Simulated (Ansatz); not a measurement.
C2H6AlClO, SMILES `[CH3][Al]([OH])[CH2]Cl`, relaxed with RKS PBE-D4/def2-SVP in Ansatz 0.2.0 from a rough embedded geometry. The force threshold is 0.03 eV/Å; the program also tests the step.

Total charge 0; spin multiplicity 1.

Start:

```xyz
11

C     0.990   -1.440   -0.344
Al   -0.001   -0.006    0.515
O    -0.495   -0.213    2.238
C    -0.499    1.715   -0.437
Cl   -1.453    1.279   -1.881
H     1.127   -2.307    0.285
H     0.382   -1.796   -1.266
H     1.940   -1.052   -0.740
H    -1.446   -0.647    2.226
H    -1.021    2.336    0.212
H     0.476    2.132   -0.808
```

Question: By how much does the energy fall, and how many steps does the optimiser take? (Estimate.)

Answer: Ansatz gave: 0.71 eV, in 28 steps, 4 of them rejected.

Question: Which bonds change most? (Estimate.)

Answer: Ansatz gave: C4–Cl5 from 1.785 to 1.873 Å; Al2–O3 from 1.805 to 1.727 Å; O3–H9 from 1.045 to 0.969 Å.

Question: Give the relaxed structure. (An estimate is asked.)

Answer: Ansatz gave: 
```xyz
11

C     0.957   -1.408   -0.374
Al   -0.088    0.030    0.449
O    -0.836   -0.057    2.002
C    -0.366    1.762   -0.441
Cl   -1.745    0.920   -1.389
H     0.548   -2.415   -0.149
H     0.981   -1.292   -1.478
H     2.008   -1.395   -0.015
H    -0.955   -0.891    2.483
H    -0.838    2.593    0.115
H     0.334    2.153   -1.202
```
